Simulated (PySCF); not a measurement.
CH5FOSi, SMILES O[Si@@H](C)F. Coordinates come from a PBE-D3(BJ)/def2-SVP optimisation. The structure was generated by enumeration; whether it is a known compound was not checked. One conformer was computed; it need not be the lowest.

Computed with PBE-D3(BJ)/def2-SVP (PySCF 2.14.0).

Harmonic wavenumbers (cm⁻¹): 146, 197, 237, 297, 326, 639, 693, 730, 803, 812, 866, 893, 942, 1226, 1378, 1382, 2228, 2977, 3075, 3082, 3767. Rotational constants (GHz): 6.341, 5.864, 3.567; symmetry number 1.

### Question
Work out the zero-point energy and the ideal-gas rigid-rotor harmonic-oscillator thermochemistry at 298.15 K and 1 atm.

### Answer
ZPE = ½ Σ hcν = ½ × 26695 cm⁻¹ = 159.67 kJ/mol. H − E(el) = 178.09 kJ/mol. Entropy in J/(mol K): translation 163.42, rotation 105.84, vibration 47.27, total 316.53. G − E(el) = 83.71 kJ/mol. Cp = 94.36 J/(mol K). Modes under 150 cm⁻¹ make the vibrational entropy uncertain.
